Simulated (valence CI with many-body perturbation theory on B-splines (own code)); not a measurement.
**Which ion has this spectrum?**

A relativistic CI+MBPT calculation for an atom or ion with 14 electrons gives these levels (Ry):

```csv
J,Parity,E,g
0,even,0.000,
1,even,19.478,1.49
2,even,20.123,1.17
2,odd,30.801,1.53
1,odd,32.736,1.04
2,odd,34.565,0.75
1,odd,37.501,0.88
2,even,40.083,1.31
2,odd,40.467,1.29
3,odd,40.533,1.11
0,even,41.485,
1,even,46.165,0.43
2,even,46.658,1.14
2,odd,49.782,1.52
```

The energies are calculated, and their last digits are not significant.

Problem. Which is it?
A. Yb56+
B. Ta59+
C. Hf58+
D. Ho53+

Solution. A. Yb56+, ground level (3s^2 3p1/2^2) J=0.
